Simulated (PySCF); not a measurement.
## Chlorine: a sound run and one with changed settings

Sound run: Cl²⁺ [Ne] 3s2 3p3, Cl³⁺ [Ne] 3s2 3p2. All numbers are calculated (PySCF 2.14, the spin-free X2C one-electron Hamiltonian (Gaussian nucleus), in cc-pVDZ-DK (4s3p1d, 18 functions)). In the sound run the correlated levels freeze [Ne]. The sound run starts from symmetry-adapted Hartree-Fock orbitals and uses a fine grid where one is needed.

Changed run: the non-relativistic Hamiltonian (point nucleus). This setting is unsound on purpose.

```csv
species,method,sound run (hartree),changed run (hartree),converged
Cl²⁺,UHF,-459.61674,-457.84812,yes
Cl²⁺,MN15,-460.26329,-458.49684,yes
Cl²⁺,B3LYP,-460.21725,-458.44962,yes
Cl²⁺,MP2,-459.68725,-457.91873,yes
Cl²⁺,CCSD(T),-459.70678,-457.93838,yes
Cl³⁺,UHF,-458.18522,-456.41665,yes
Cl³⁺,MN15,-458.80230,-457.03553,yes
Cl³⁺,B3LYP,-458.76332,-456.99562,yes
Cl³⁺,MP2,-458.24014,-456.47170,yes
Cl³⁺,CCSD(T),-458.26280,-456.49459,yes
```

Ionisation energy of Cl²⁺:

```json
{"method": "UHF", "sound run (eV)": "38.953", "changed run (eV)": "38.952"}
{"method": "MN15", "sound run (eV)": "39.756", "changed run (eV)": "39.764"}
{"method": "B3LYP", "sound run (eV)": "39.564", "changed run (eV)": "39.565"}
{"method": "MP2", "sound run (eV)": "39.378", "changed run (eV)": "39.376"}
{"method": "SCS-MP2", "sound run (eV)": "39.225", "changed run (eV)": "39.222"}
{"method": "CCSD", "sound run (eV)": "39.291", "changed run (eV)": "39.286"}
{"method": "CCSD(T)", "sound run (eV)": "39.293", "changed run (eV)": "39.288"}
```

Most of the change in total energy is the relativistic energy itself. On top of that the contraction fixes the core shape for the Hamiltonian it was made with, so the changed run is not a good calculation with the other Hamiltonian either.

For comparison, NIST gives 39.8 ± 0.11 eV between the lowest levels.
